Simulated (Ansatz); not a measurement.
`O[SiH](O)[GeH3]` + HCl → `O[SiH](Cl)[GeH3]` + H₂O  (ligand exchange at the Si–O bond)

Program: Ansatz. Geometries: PBE0-D4/def2-TZVP. ΔE: electronic, gas phase. CCSD(T)/CBS adds triple-zeta CCSD(T) − MP2 to the extrapolated MP2 energy (def2 sets, frozen cores). This one scheme is used for every species. Functionals use def2-TZVPP. For Ge outer-core shells are correlated without core-valence functions, which leaves a few kJ/mol of doubt a bond. Scalar relativity is left out up to krypton. One conformer a species, not always the lowest.

`O[SiH](O)[GeH3]`:

Z-matrix (Å, degrees):
```
Si
O 1 1.644
Ge 1 2.390 2 109.6
O 1 1.644 2 113.8 3 -123.1
H 1 1.477 2 105.1 3 122.5
H 2 0.958 1 119.0 3 42.4
H 3 1.538 1 112.0 2 56.5
H 3 1.545 1 109.8 2 -62.5
H 3 1.538 1 112.0 2 178.5
H 4 0.958 1 119.0 2 80.5
```

HCl:

Z-matrix (Å, degrees):
```
Cl
H 1 1.279
```

`O[SiH](Cl)[GeH3]`:

Cartesian coordinates in Å:
```
O -0.131 0.768 -1.931
Si -0.098 0.970 -0.306
Cl -1.941 1.592 0.386
Ge 0.427 -1.037 0.863
H -0.724 0.108 -2.296
H 0.861 2.071 -0.071
H 1.836 -1.532 0.494
H -0.588 -2.129 0.481
H 0.360 -0.810 2.380
```

H₂O:

Cartesian coordinates in Å:
```
O -0.242 0.123 -0.278
H 0.717 0.149 -0.286
H -0.474 -0.272 0.565
```

```
             level  ΔE (kJ/mol)
            r2SCAN         -5.4
   CCSD/def2-TZVPP         -1.1
     HF/def2-QZVPP         -0.5
SCS-MP2/def2-QZVPP         -6.1
```

Question: What does CCSD(T)/CBS give? (Estimate.)

Answer: The calculation gave: -7.7 kJ/mol. The listed levels differ from it by 2.3, 6.6, 7.2, 1.6 kJ/mol.

Largest T1 diagnostic among the species: 0.012.

The D4 term adds −3.2 kJ/mol with B3LYP and −1.7 kJ/mol with PBE0; it sums over pairs of atoms, weighted by their polarisabilities, and B3LYP, whose exchange is more repulsive, gets the larger term.

B3LYP here is the variant with VWN-RPA as its local correlation; programs differ in this.
